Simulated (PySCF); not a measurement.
Gas-phase reaction: C₂F₅ + 2 H = 2 CHF + 3 F

Method: PySCF energies plus ideal-gas RRHO corrections (1 bar). † marks an energy on the PBE0/def2-TZVP geometry and frequencies; other levels use their own. MP2 freezes the core. Open shells (unrestricted): C₂F₅ (multiplicity 2), H (multiplicity 2), F (multiplicity 2, electronic degeneracy 6); the rest are closed-shell singlets. Spin-orbit splitting is ignored; it lowers the true energy and changes the entropy of F. C₂F₅, CHF: computed as isolated molecules; such fragments, hydroxides, amides, oligomers or adducts are transient or little studied in the gas. MP2 isn't extrapolated to the basis-set limit; its ΔH°(298 K) is 1100.7 kJ in def2-SVP and 1097.4 kJ in def2-TZVPP. The harmonic model lacks anharmonicity and excited electronic states, which grow with temperature; levels with a mode under 35 cm⁻¹ are left out. Internal rotation in C₂F₅ is treated as a harmonic vibration of one conformer, which makes the entropy rough.

```json
[
 {"level": "HF/def2-TZVP†", "ΔE electronic, kJ": "689", "ΔH°(298 K), kJ": "697", "ΔS°(298 K), J/K": "358", "ΔG°(800 K), kJ": "415"},
 {"level": "MP2/def2-SVP†", "ΔE electronic, kJ": "1093", "ΔH°(298 K), kJ": "1101", "ΔS°(298 K), J/K": "358", "ΔG°(800 K), kJ": "819"},
 {"level": "PBE0/def2-QZVP†", "ΔE electronic, kJ": "1045", "ΔH°(298 K), kJ": "1053", "ΔS°(298 K), J/K": "358", "ΔG°(800 K), kJ": "771"},
 {"level": "PBE0/def2-TZVP", "ΔE electronic, kJ": "1048", "ΔH°(298 K), kJ": "1056", "ΔS°(298 K), J/K": "358", "ΔG°(800 K), kJ": "774"},
 {"level": "LDA/def2-TZVP†", "ΔE electronic, kJ": "1376", "ΔH°(298 K), kJ": "1384", "ΔS°(298 K), J/K": "358", "ΔG°(800 K), kJ": "1102"},
 {"level": "ωB97M-V/def2-TZVP†", "ΔE electronic, kJ": "999", "ΔH°(298 K), kJ": "1006", "ΔS°(298 K), J/K": "358", "ΔG°(800 K), kJ": "724"},
 {"level": "ωB97X-V/def2-TZVP†", "ΔE electronic, kJ": "1018", "ΔH°(298 K), kJ": "1025", "ΔS°(298 K), J/K": "358", "ΔG°(800 K), kJ": "743"}
]
```
ΔH° is lowest at HF/def2-TZVP† and highest at LDA/def2-TZVP†. No reference value is set beside these.
